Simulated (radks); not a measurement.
Problem. The osmium ion Os11+, 65 electrons, occupied as [Kr] 4d10 4f14 5s2 5p3. All-electron calculation, scalar-relativistic Kohn-Sham, LDA (Slater exchange, Perdew-Wang correlation), spin-polarised, spherical densities, finite nucleus; open shells are filled with parallel spins first (spin-orbit coupling, left out, can overturn this in heavy ions); Fermi nuclear charge, rms radius 5.4126 fm. Program: a radial shooting solver on a logarithmic mesh with Libxc functionals. Some entries of the table are withheld. Estimate them.

orbital  occ.  eigenvalue (eV)  r(max) (bohr)  <r> (bohr)
1s up       1        -73982.37        0.01104     0.01775
1s down     1        -73981.90        0.01104     0.01775
2s up       1        -13047.85        0.06345     0.07495
2s down     1        -13047.58        0.06345     0.07495
2p up       3        -11395.13        0.05220     0.06729
2p down     3        -11394.75        0.05220     0.06729
3s up       1        -3182.532         0.1789      0.1940
3s down     1        -3182.238         0.1789      0.1940
3p up       3        -2696.969         0.1774      0.1946
3p down     3        -2696.644         0.1774      0.1946
3d up       5        -2152.778         0.1443      0.1762
3d down     5        -2152.461         0.1443      0.1762
4s up       1        -820.8216         0.4048      0.4318
4s down     1        -820.2798         0.4048      0.4317
4p up       3        -661.2853         0.4250      0.4592
4p down     3        -660.6765         0.4250      0.4588
4d up       5        -462.8292         0.4341      0.4877
4d down     5        -462.0715         0.4341      0.4868
5s up       1        -272.2513         0.8919         (1)
5s down     1        -268.4161         0.8885         (2)
4f up       7        -241.2367         0.4032      0.5397
4f down     7        -240.1018         0.4026      0.5359
5p up       3        -226.1454         0.9820         (3)
5p down     0        -222.0856         0.9789         (4)

Solution. 
(1) 5s up <r> (bohr): 0.9488
(2) 5s down <r> (bohr): 0.9464
(3) 5p up <r> (bohr): 1.048
(4) 5p down <r> (bohr): 1.048
